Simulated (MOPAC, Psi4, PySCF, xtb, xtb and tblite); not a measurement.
Internal rotation in SMILES c1(-c2sc(-c3cccs3)cc2)cccs1, singlet. Scanned: dihedral S14–C5–C4–S3; all other coordinates were relaxed at GFN2-xTB. Points at φ and −φ are mirror images.

Geometry of the scan point at -40° (Å):
```
23

C     -4.4405    -2.5636    -0.8681
C     -4.1541    -2.6478    -2.1934
S     -2.6030    -2.0115    -2.5652
C     -2.3166    -1.6365    -0.8898
C     -1.1227    -0.9666    -0.4653
C     -0.9935    -0.0561     0.5532
C      0.3267     0.3626     0.7601
C      1.2276    -0.2374    -0.0846
C      2.6397    -0.0475    -0.1514
C      3.5394    -0.6384    -1.0007
C      4.8636    -0.2152    -0.7843
C      4.9679     0.6905     0.2230
S      3.4456     1.0507     0.9349
S      0.4268    -1.3470    -1.1595
C     -3.3997    -1.9772    -0.1230
H     -5.3619    -2.9095    -0.4349
H     -4.7600    -3.0460    -2.9826
H     -1.8334     0.3150     1.1125
H      0.6207     1.0846     1.5015
H      3.2474    -1.3509    -1.7518
H      5.7036    -0.5698    -1.3544
H      5.8474     1.1749     0.5977
H     -3.4309    -1.8343     0.9420
```

GFN2-xTB (xtb and tblite); PBE0/def2-SVP // GFN2-xTB (Psi4); PBE0-D3(BJ)/def2-SVP // GFN2-xTB (Psi4); PBE/def2-SVP // GFN2-xTB (Psi4); PBE-D3(BJ)/def2-SVP // GFN2-xTB (Psi4); PM3, restricted, heats of formation // GFN2-xTB (MOPAC); GFN1-xTB // GFN2-xTB (xtb); RKS-B3LYP/6-31G* = restricted B3LYP/6-31G*, spherical d, density fitting // GFN2-xTB in PySCF; RHF/STO-3G = restricted Hartree-Fock/STO-3G, density fitting // GFN2-xTB run with PySCF; RHF/3-21G = restricted Hartree-Fock/3-21G, density fitting // GFN2-xTB run with PySCF.

Least-squares fit of E(φ) = a0 + Σ (a_n cos nφ + b_n sin nφ), n = 1 to 4, to the 18 scan points, in kcal/mol above the lowest point of each profile (levels whose profile four harmonics don't fit are not listed):

| method | a0 | a1 | b1 | a2 | b2 | a3 | b3 | a4 | b4 | rms of fit |
|---|---|---|---|---|---|---|---|---|---|---|
| GFN2-xTB | 2.99 | 0.58 | 0.00 | -2.52 | 0.00 | 0.11 | 0.00 | 0.25 | 0.00 | 0.02 |
| PBE0/def2-SVP | 1.38 | 0.28 | 0.00 | -1.45 | 0.00 | 0.05 | 0.00 | 0.47 | 0.00 | 0.04 |
| PBE0-D3(BJ)/def2-SVP | 1.42 | 0.29 | 0.00 | -1.50 | 0.00 | 0.05 | 0.00 | 0.48 | 0.00 | 0.04 |
| PBE/def2-SVP | 1.64 | 0.22 | 0.00 | -1.81 | 0.00 | 0.04 | 0.00 | 0.49 | 0.00 | 0.04 |
| PBE-D3(BJ)/def2-SVP | 1.71 | 0.23 | 0.00 | -1.89 | 0.00 | 0.03 | 0.00 | 0.51 | 0.00 | 0.05 |
| PM3 | 0.40 | -0.37 | 0.00 | -0.12 | 0.00 | 0.17 | 0.00 | -0.01 | 0.00 | 0.04 |
| GFN1-xTB | 2.54 | 0.06 | 0.00 | -2.65 | 0.00 | 0.05 | 0.00 | 0.23 | 0.00 | 0.02 |
| RKS-B3LYP/6-31G* | 1.26 | 0.37 | 0.00 | -1.23 | 0.00 | 0.11 | 0.00 | 0.49 | 0.00 | 0.03 |
| RHF/STO-3G | 2.15 | 0.47 | 0.00 | -1.63 | 0.00 | 0.18 | 0.00 | 0.11 | 0.00 | 0.03 |
| RHF/3-21G | 1.39 | 0.69 | 0.00 | -0.63 | 0.00 | 0.25 | 0.00 | 0.18 | 0.00 | 0.02 |
